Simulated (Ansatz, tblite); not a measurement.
Isomers of Si$_{4}$H$_{6}$ (singlet), found by a short tight-binding search and relaxed with PBE-D4/def2-SVP in Ansatz.

The xTB rows come from tblite. Correlated methods freeze 20 core orbitals.

Run but left out: HF/def2-TZVPP (B: restricted singlet, unstable towards broken spin symmetry); PBE-QIDH/def2-TZVP (B: restricted singlet, unstable in another Hartree–Fock run and untested here).

B: The restricted singlet is unstable towards broken spin symmetry in Hartree–Fock (as tested in another run); at LDA (SPW92)/def2-TZVP, r2SCAN-D4/def2-TZVP, PBE0-D4/def2-TZVP this wasn't settled. At CCSD(T)/def2-TZVPP the restricted singlet (for correlated methods, its reference) is unstable: a solution with broken spin symmetry lies lower.

Other spin states weren't relaxed.

A:

```xyz
10

Si    0.846   -1.601    0.175
Si   -0.084    0.210    1.260
Si   -0.019    1.764   -0.444
Si   -0.703   -0.366   -1.008
H    -0.800    0.269    2.579
H     2.301   -1.703   -0.195
H    -1.967   -0.816   -1.685
H     1.247    2.404   -0.949
H     0.319   -2.924    0.656
H    -1.142    2.762   -0.390
```

B:

```xyz
10

Si    1.322    0.150    1.207
Si   -0.481    1.350    1.083
Si   -1.249    0.190   -0.784
Si    0.724   -1.126   -0.646
H     0.478   -2.591   -0.383
H    -2.529   -0.585   -0.595
H    -1.036    2.495    1.884
H     2.510    0.133    2.129
H     1.634   -1.012   -1.843
H    -1.372    0.996   -2.052
```

Estimate which lies lowest at each level, and how far above it the others are (eV).


```
                level     A     B
             GFN1-xTB  0.08  0.00
             GFN2-xTB  1.19  0.00
LDA (SPW92)/def2-TZVP  0.00  0.00
     PBE-D4/def2-TZVP  0.09  0.00
  r2SCAN-D4/def2-TZVP  0.01  0.00
    PBE0-D4/def2-TZVP  0.07  0.00
       MP2/def2-TZVPP  0.08  0.00
      CCSD/def2-TZVPP  0.17  0.00
   CCSD(T)/def2-TZVPP  0.16  0.00
```
Point groups (tolerance 0.1 Å): A C2v, B C2v. Lower isomers may exist.
